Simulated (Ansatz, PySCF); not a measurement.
H5O3PSi, SMILES O[Si](O)(O)P.

Geometry optimised at B3LYP-D3(BJ)/def2-SVP. The structure was generated by enumeration, and PubChem lists no compound with its InChIKey, so it may never have been made. The values are those of a single conformer.

Vertical ionisation energy (IE) and electron affinity (EA) in eV. Rows of orbital energies are one-electron estimates. Where ΔSCF, EOM or ADC give a negative EA the extra electron is unbound and the value depends on the basis.

```csv
level,IE,EA
"−ε(HOMO), −ε(LUMO), ωB97X/def2-TZVP (PySCF)",9.92,-2.34
"−ε(HOMO), −ε(LUMO), PBE/def2-TZVP (PySCF)",6.42,0.53
"ΔSCF, PBE0/def2-SVPD (Ansatz), final states of multiplicity 2 and 2",9.80,-0.90
"ΔSCF, PBE/def2-SVPD (Ansatz), final states of multiplicity 2 and 2",9.54,-0.69
```

Problem. What vertical singlet–triplet gap does ΔSCF give with PBE0/def2-SVPD (Ansatz, an electronic-structure program) and with PBE/def2-SVPD (Ansatz)? (An estimate is asked for; the answer gives what the named calculation found.)

Solution. 5.75 and 5.66 eV (triplet above singlet where positive).
